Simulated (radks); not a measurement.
The mean radii <r> (bohr) of the occupied orbitals of an atom or ion are listed with their occupations. Calculated with a radial shooting solver on a logarithmic mesh with Libxc functionals: non-relativistic Kohn-Sham, r2SCAN, spin-polarised, spherical densities, point nucleus; meta-GGA in the generalised Kohn-Sham scheme.

| orbital | occ. | <r> |
|---|---|---|
| 1s down | 1 | 0.05291 |
| 1s up | 1 | 0.05291 |
| 2s up | 1 | 0.2383 |
| 2s down | 1 | 0.2381 |
| 2p up | 3 | 0.2078 |
| 2p down | 3 | 0.2075 |
| 3p up | 3 | 0.7175 |
| 3p down | 3 | 0.7213 |
| 3d up | 5 | 0.7677 |
| 3d down | 3 | 0.7806 |
| 4s up | 1 | 1.931 |
| 4s down | 1 | 1.954 |

Name the element and its charge. Open shells, if any, are filled with parallel spins first.

Answer. Z = 29, copper, charge +3: Cu3+ in [Ne] 3p6 3d8 4s2. The 1s radius gives Z: for a bare nucleus <r> = 1.5/Z, 0.05172 bohr for Z = 29, and screening makes it slightly larger (0.05291 here). The occupations add up to 26, and the charge is Z minus that.
